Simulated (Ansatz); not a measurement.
Stretching the Te1–H2 bond in CH4Te (SMILES C[TeH]) (multiplicity 1 held, fragments rigid). Energies count from the point at 1.663 Å.
Geometry at that point (charge 0, multiplicity 1):
```xyz
6

Te     0.012     0.235     0.232
H     -0.343     1.365    -0.936
C     -0.031    -1.419    -1.166
H      0.732    -1.275    -1.925
H     -1.018    -1.498    -1.609
H      0.188    -2.312    -0.585
```

Restricted levels (R-, RO-) in cc, def2 and unpolarised 6-31G sets keep to the state of the molecule at rest. Unrestricted levels (U-) break spin symmetry where that is lower. Active spaces are followed from a long bond inwards. Levels need not reach the same state.

Frozen-core correlation. Filled d and f shells under p-block atoms count as core.

Programs: Ansatz (Gaussian orbitals). Values without a source in brackets are computed. In def2 rows elements past Kr take small-core potentials, without spin–orbit coupling.

```tsv
level	energy at R = 5.322 Å (eV)
R-HF/def2-TZVPP	6.918
U-HF/def2-TZVPP	2.142
U-r2SCAN/def2-TZVPP	3.117
R-B3LYP/def2-TZVPP	4.912
R-wB97X-V/def2-TZVPP	6.435
R-MP2/def2-TZVPP	[?]
R-SCS-MP2/def2-TZVPP	[?]
U-CCSD(T)/def2-TZVPP	3.117
FIC-MRCISD+Q on CASSCF(2,2)/def2-TZVPP	3.116
```

### Question
Some entries are withheld; supply them.

### Answer

- R-MP2/def2-TZVPP, energy at R = 5.322 Å (eV): 3.842
- R-SCS-MP2/def2-TZVPP, energy at R = 5.322 Å (eV): 3.245

Doubts at one or more of the structures used: a restricted determinant that unrestricted orbitals would lower (R-HF/def2-TZVPP, R-B3LYP/def2-TZVPP, R-wB97X-V/def2-TZVPP, R-MP2/def2-TZVPP, R-SCS-MP2/def2-TZVPP); a spin-contaminated determinant (U-HF/def2-TZVPP, U-r2SCAN/def2-TZVPP, U-CCSD(T)/def2-TZVPP).

Ansatz is a first-principles code.
